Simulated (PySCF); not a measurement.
Isomers of C8H15N, mass 125.120 u with the commonest isotopes. Computed with PBE0/pcSseg-1 in PySCF (dipole) on a GFN2-xTB geometry, gas phase. One conformer each, none proved a minimum here; rigid rotors.

**Question.** Order these by rotational constant C, largest first.
A. `[CH3:1][CH2:2]/[C:3]([CH3:4])=[C:5]([CH3:6])\[CH:7]=[N:8]/[CH3:9]` with C1–C2–C3–C4 92°, C3–C5–C7–N8 122°
B. `[CH2:1]=[C:2]1[CH2:3][C@H:4]1[CH2:5][NH:6][CH2:7][CH2:8][CH3:9]` with C3–C4–C5–N6 -86°, C4–C5–N6–C7 178°, C5–N6–C7–C8 -178°, N6–C7–C8–C9 -175°
C. `[CH2:1]=[C:2]([CH2:3][CH2:4][CH2:5][CH3:6])/[N:7]=[CH:8]/[CH3:9]` with C1–C2–C3–C4 109°, C2–C3–C4–C5 175°, C3–C4–C5–C6 -179°, C1–C2–N7–C8 52°

**Answer.** A (915.9 MHz), C (585.9 MHz), B (492.5 MHz).

**Question.** Order these by rotational constant B, smallest first.
A. `[CH2:1]=[C:2]([CH2:3][CH2:4][CH2:5][CH3:6])/[N:7]=[CH:8]/[CH3:9]` with C1–C2–C3–C4 109°, C2–C3–C4–C5 175°, C3–C4–C5–C6 -179°, C1–C2–N7–C8 52°
B. `[CH2:1]=[C:2]1[CH2:3][C@H:4]1[CH2:5][NH:6][CH2:7][CH2:8][CH3:9]` with C3–C4–C5–N6 -86°, C4–C5–N6–C7 178°, C5–N6–C7–C8 -178°, N6–C7–C8–C9 -175°
C. `[CH3:1][CH2:2]/[C:3]([CH3:4])=[C:5]([CH3:6])\[CH:7]=[N:8]/[CH3:9]` with C1–C2–C3–C4 92°, C3–C5–C7–N8 122°

**Answer.** B (511.2 MHz), A (698.3 MHz), C (1231 MHz).

**Question.** Order these by rotational constant A, smallest first.
A. `[CH3:1][CH2:2]/[C:3]([CH3:4])=[C:5]([CH3:6])\[CH:7]=[N:8]/[CH3:9]` with C1–C2–C3–C4 92°, C3–C5–C7–N8 122°
B. `[CH2:1]=[C:2]1[CH2:3][C@H:4]1[CH2:5][NH:6][CH2:7][CH2:8][CH3:9]` with C3–C4–C5–N6 -86°, C4–C5–N6–C7 178°, C5–N6–C7–C8 -178°, N6–C7–C8–C9 -175°
C. `[CH2:1]=[C:2]([CH2:3][CH2:4][CH2:5][CH3:6])/[N:7]=[CH:8]/[CH3:9]` with C1–C2–C3–C4 109°, C2–C3–C4–C5 175°, C3–C4–C5–C6 -179°, C1–C2–N7–C8 52°

**Answer.** A (2036 MHz), C (2621 MHz), B (6464 MHz).

| SMILES | point group | Ia (u·Å²) | Ib (u·Å²) | Ic (u·Å²) | κ | μa (D) | μb (D) | μc (D) |
| --- | --- | --- | --- | --- | --- | --- | --- | --- |
| C=C1C[C@H]1CNCCC | C1 | 78.19 | 988.61 | 1026.12 | -0.99 | 0.36 | 0.22 | 0.82 |
| C=C(CCCC)/N=C/C | C1 | 192.82 | 723.70 | 862.59 | -0.89 | 1.19 | 0.18 | 0.61 |
| CC/C(C)=C(C)\C=N/C | C1 | 248.16 | 410.46 | 551.76 | -0.44 | 1.69 | 1.24 | 1.05 |
